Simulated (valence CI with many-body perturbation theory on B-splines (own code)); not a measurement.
# E1 transitions of In XLV

Calculated by configuration interaction combined with many-body perturbation theory (CI+MBPT): three valence electrons over a frozen Dirac-Fock core [He], a basis of 11 s, 11 p, 9 d, 7 f, 5 g, 2 h, 1 i functions for each j, with the one-electron correlation potential Σ1 (screened to all orders), the two-electron term Σ2, the three-electron term Σ3, Breit, model QED; selected single and double excitations, second order for the rest (own B-spline code, finite nucleus).

The last digits are not significant, and no measured levels were compared; by estimate large intervals hold to a few tenths of a per cent, small ones and those within an open d or f shell to about a per cent.

Lines 201 to 250 of 276 in falling wavelength, among levels below 4854.0 eV, chosen from the strongest by gf and those to the six lowest levels. Wavelengths and rates use the calculated energies. Electric multipoles are in the length gauge, E1 and E2 with the static RPA response of the core. Weak lines are less certain than strong ones. Lines between different terms over intervals too small for the method are left out, as are lines whose strength nearly cancels. The highest levels of a list are the least certain.

Levels are named by their leading jj configuration (3d3/2^4 stands for four electrons in 3d with j = 3/2), which in mixed levels can hold well under half, so a name can repeat and another be missing. Letters in brackets count levels of one name in rising energy.

```csv
λ vac (nm),Upper,Lower,A (s⁻¹),S (a.u.)
0.2871,(2s 2p3/2 3d3/2) J=3/2 [b],(2s 2p1/2 2p3/2) J=3/2 [b],9.23e+13,4.31e-03
0.2870,(2s 2p3/2 3d3/2) J=5/2 [b],(2s 2p1/2 2p3/2) J=3/2 [b],9.62e+13,6.74e-03
0.2870,(2s 2p3/2 3d3/2) J=1/2 [b],(2s 2p1/2 2p3/2) J=1/2,1.95e+14,4.54e-03
0.2869,(2s 2p3/2 3d5/2) J=5/2 [a],(2s 2p1/2 2p3/2) J=5/2,2.70e+12,1.88e-04
0.2868,(2s 2p3/2 3d3/2) J=1/2 [b],(2s 2p1/2 2p3/2) J=3/2 [b],2.91e+13,6.78e-04
0.2868,(2s 2p3/2 3p1/2) J=3/2 [a],(2s^2 2p3/2) J=3/2,2.82e+13,1.31e-03
0.2868,(2s 2p1/2 3p1/2) J=3/2,(2s^2 2p1/2) J=1/2,2.64e+14,1.23e-02
0.2867,(2s 2p3/2 3p1/2) J=5/2,(2s^2 2p3/2) J=3/2,6.60e+13,4.60e-03
0.2866,(2s 2p3/2 3d3/2) J=5/2 [a],(2s 2p1/2 2p3/2) J=3/2 [a],1.26e+14,8.81e-03
0.2864,(2s 2p3/2 3d3/2) J=3/2 [a],(2s 2p1/2 2p3/2) J=3/2 [a],2.35e+14,1.09e-02
0.2863,(2s 2p3/2 3d3/2) J=1/2 [a],(2s 2p1/2 2p3/2) J=3/2 [a],3.15e+14,7.30e-03
0.2863,(2s 2p1/2 3d5/2) J=3/2,(2s 2p1/2^2) J=1/2,4.70e+12,2.18e-04
0.2862,(2s 2p3/2 3d5/2) J=7/2 [a],(2s 2p1/2 2p3/2) J=5/2,2.32e+13,2.14e-03
0.2861,(2p1/2 2p3/2 3p1/2) J=3/2 [b],(2s 2p1/2 2p3/2) J=3/2 [b],2.03e+13,9.38e-04
0.2861,(2s^2 3d3/2) J=3/2,(2s^2 2p1/2) J=1/2,5.55e+13,2.57e-03
0.2858,(2s 2p3/2 3d5/2) J=5/2 [b],(2s 2p1/2 2p3/2) J=3/2 [b],5.96e+12,4.12e-04
0.2857,(2s 2p3/2 3d5/2) J=3/2 [b],(2s 2p1/2 2p3/2) J=3/2 [b],9.76e+11,4.49e-05
0.2854,(2p1/2 2p3/2 3p1/2) J=3/2 [a],(2s 2p1/2 2p3/2) J=5/2,6.10e+12,2.80e-04
0.2850,(2p1/2 2p3/2 3p1/2) J=5/2,(2s 2p1/2 2p3/2) J=5/2,2.18e+13,1.50e-03
0.2849,(2s 2p1/2 3p1/2) J=1/2 [b],(2s^2 2p1/2) J=1/2,3.77e+13,8.61e-04
0.2849,(2p1/2^2 3p1/2) J=1/2,(2s 2p1/2^2) J=1/2,2.18e+13,4.98e-04
0.2843,(2p1/2^2 3d3/2) J=3/2,(2s^2 2p3/2) J=3/2,5.33e+11,2.42e-05
0.2841,(2p1/2 2p3/2 3p3/2) J=5/2 [a],(2s 2p1/2 2p3/2) J=3/2 [b],3.44e+12,2.33e-04
0.2841,(2s 2p3/2 3d3/2) J=5/2 [b],(2s 2p1/2 2p3/2) J=5/2,1.00e+13,6.82e-04
0.2840,(2p1/2 2p3/2 3p3/2) J=1/2 [a],(2s 2p1/2 2p3/2) J=1/2,5.27e+13,1.19e-03
0.2839,(2p1/2 2p3/2 3p1/2) J=1/2,(2s 2p1/2 2p3/2) J=3/2 [a],2.37e+13,5.34e-04
0.2838,(2p1/2 2p3/2 3p3/2) J=1/2 [a],(2s 2p1/2 2p3/2) J=3/2 [b],1.08e+13,2.45e-04
0.2836,(2s 2p3/2 3d5/2) J=1/2,(2s 2p1/2 2p3/2) J=3/2 [a],2.37e+12,5.34e-05
0.2836,(2p1/2 2p3/2 3p3/2) J=3/2 [a],(2s 2p1/2 2p3/2) J=1/2,3.28e+13,1.48e-03
0.2836,(2s 2p3/2 3d5/2) J=7/2 [b],(2s 2p1/2 2p3/2) J=5/2,5.23e+12,4.71e-04
0.2835,(2p1/2 2p3/2 3p1/2) J=3/2 [a],(2s 2p1/2 2p3/2) J=3/2 [a],1.90e+13,8.53e-04
0.2835,(2p1/2 2p3/2 3p3/2) J=3/2 [a],(2s 2p1/2 2p3/2) J=3/2 [b],3.19e+13,1.44e-03
0.2832,(2p1/2 2p3/2 3p1/2) J=3/2 [b],(2s 2p1/2 2p3/2) J=5/2,6.00e+13,2.69e-03
0.2832,(2p1/2 2p3/2 3p1/2) J=5/2,(2s 2p1/2 2p3/2) J=3/2 [a],3.21e+12,2.16e-04
0.2831,(2s 2p3/2 3p1/2) J=1/2,(2s^2 2p3/2) J=3/2,4.87e+13,1.09e-03
0.2830,(2s 2p3/2 3p1/2) J=3/2 [b],(2s^2 2p3/2) J=3/2,9.87e+13,4.42e-03
0.2828,(2s 2p3/2 3p3/2) J=3/2 [a],(2s^2 2p3/2) J=3/2,1.31e+13,5.86e-04
0.2827,(2p1/2 2p3/2 3p3/2) J=3/2 [b],(2s 2p1/2 2p3/2) J=1/2,2.23e+13,9.94e-04
0.2826,(2s 2p1/2 3p3/2) J=3/2 [a],(2s^2 2p1/2) J=1/2,3.64e+13,1.62e-03
0.2826,(2p1/2 2p3/2 3p3/2) J=3/2 [b],(2s 2p1/2 2p3/2) J=3/2 [b],2.89e+13,1.29e-03
0.2823,(2s 2p3/2 3d3/2) J=3/2 [b],(2s 2p1/2 2p3/2) J=3/2 [a],9.86e+11,4.38e-05
0.2821,(2p1/2 2p3/2 3p3/2) J=5/2 [b],(2s 2p1/2 2p3/2) J=3/2 [b],4.11e+13,2.73e-03
0.2820,(2s 2p3/2 3p3/2) J=5/2 [a],(2s^2 2p3/2) J=3/2,7.62e+13,5.06e-03
0.2820,(2s 2p3/2 3p3/2) J=1/2 [a],(2s^2 2p3/2) J=3/2,1.21e+14,2.69e-03
0.2817,(2s 2p1/2 3p3/2) J=1/2,(2s^2 2p1/2) J=1/2,1.07e+14,2.35e-03
0.2814,(2p1/2 2p3/2 3p1/2) J=3/2 [b],(2s 2p1/2 2p3/2) J=3/2 [a],6.41e+12,2.82e-04
0.2812,(2p1/2 2p3/2 3p3/2) J=1/2 [b],(2s 2p1/2 2p3/2) J=3/2 [b],6.22e+13,1.36e-03
0.2812,(2s 2p1/2 3p3/2) J=3/2 [b],(2s^2 2p1/2) J=1/2,8.34e+13,3.66e-03
0.2812,(2p1/2 2p3/2 3p3/2) J=5/2 [a],(2s 2p1/2 2p3/2) J=5/2,3.12e+12,2.05e-04
0.2806,(2p1/2 2p3/2 3p3/2) J=3/2 [a],(2s 2p1/2 2p3/2) J=5/2,8.31e+12,3.63e-04
```
